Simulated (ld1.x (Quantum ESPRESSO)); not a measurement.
**Transferability test, PAW potential for krypton**

```
Element                 : krypton
Generator               : ld1.x (Quantum ESPRESSO) 7.5
Type                    : PAW
Functional              : PBEsol
Relativity              : scalar-relativistic
Frozen core             : [Ar] 3d10
Valence charge          : 8
Reference configuration : 4s2 4p6
Partial waves           : 4s (bound): rcut 1.00, rcutus 1.30 bohr; 4s channel at 0.15 Ry: rcut 1.00, rcutus 1.30 bohr; 4p (bound): rcut 1.15, rcutus 1.55 bohr; 4p channel at 0.5 Ry: rcut 1.15, rcutus 1.55 bohr
Local potential         : all-electron potential smoothed inside 1.50 bohr (lloc = -1)
Core correction         : Bessel-smoothed model core inside 1.20 bohr
Augmentation charge     : PSQ, inside the norm-conserving radii
```

Energies are relative to the spin-unpolarised reference configuration 4s2 4p6; without spin polarisation the order of configurations can differ from experiment.

Q: Give the all-electron excitation energy and the error of the potential for: 4s2 4p5; 4s2 4p4; 4s2 4p3; 4s2 4p2; 4s1 4p6; 4s2 4p5.5.

A:

```csv
valence configuration,charge,ΔE all-electron (eV),error AE − PS (meV)
4s2 4p5,+1,14.283,-4.7
4s2 4p4,+2,39.460,-22
4s2 4p3,+3,76.550,-70
4s2 4p2,+4,126.392,-178
4s1 4p6,+1,28.793,-13
4s2 4p5.5,+0.5,5.853,-1.5
```
